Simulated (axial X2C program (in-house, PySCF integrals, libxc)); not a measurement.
## NiBi: properties at the nuclei

Calculated with an in-house all-electron X2C program for linear molecules (integrals from PySCF): two-component X2C with atomic mean-field Coulomb and Gaunt terms, Gaussian nuclei, basis Bi dyall-cv3z, Ni dyall-cv3z with contracted cores.

R = 2.498 Å (near the PBE0 minimum at charge 0 of the determinant lowest at the starting distance; the state shown can have its own minimum elsewhere).

Input and command:
```json
{"zs": [83, 28], "q": 0, "bas": ["dyall-cv3z", "dyall-cv3z"], "r0": 2.61, "levels": ["PBE0", "HF", "r2SCAN", "BHandHLYP", "TPSSh"], "nst": 3}
```
```bash
python soeom.py task.json out
```

Keys: zs atomic numbers; q charge; bas basis sets; r0 starting distance in Å; levels methods; nst determinants followed.

Determinant lowest in the PBE0 search, Ω = 5/2 (⟨Sz⟩ = 0.51, ⟨Lz⟩ = 1.99 at PBE0), spin on the atoms Bi -0.04, Ni 0.55:

```
    level  Eeff magnitude (GV/cm)  Ws magnitude Bi (kHz)  A∥/gI Bi (MHz)  qzz Bi (a.u.)  A∥/gI Ni (MHz)  qzz Ni (a.u.)  μ (D)
     PBE0                    1.89                   1.03            27.2          -1.61             494          -2.71   0.82
   r2SCAN                    2.04                   1.14            29.9          -0.07             529          -2.61   0.56
BHandHLYP                    2.27                   1.21            34.5          -2.86             471          -2.90   1.26
    TPSSh                    1.63                  0.897            20.3          -0.61             504          -2.61   0.69
```

Eeff is the effective electric field on the electron electric dipole moment in this Ω state and Ws the scalar–pseudoscalar constant of the nucleus named (defined with the proton number Z and per Ω); A∥ (defined per Ω) follows by multiplying with gI = μI/(I μN); qzz is the electric field gradient, eQq0 = 234.96 MHz × Q/barn × qzz; μ is positive if the Ni end (last atom) is positive. The operators were transformed with the bare-nucleus X2C matrices; with these basis sets, hyperfine constants and field gradients can be off by tens of per cent, and where levels differ in sign neither size nor sign is settled.

With gI(209Bi) = 0.9134, gI(61Ni) = -0.5000, Q(61Ni) = 0.162 barn (g factors from the IAEA table of nuclear moments by Stone; Q from Pyykkö, Mol. Phys. 2018), turn the PBE0 values of the first state into constants in MHz.

A∥(209Bi) = 27.2 × 0.9134 = 24.8 MHz; A∥(61Ni) = 494 × -0.5000 = -247 MHz; eQq0(61Ni) = 234.96 × (0.162) × (-2.71) = -103 MHz.

Each state is one determinant with collinear spin. Left out as unconverged or as another state under the same occupation: HF in at least one table. At r2SCAN a later determinant lies lower. States lie within half an eV, so the first need not be the ground state. Further determinants of the search, some of them spin-mixed, are not shown. Where a field gradient or hyperfine factor spreads by more than a factor of two over the levels, a constant derived from it is not to be relied on.
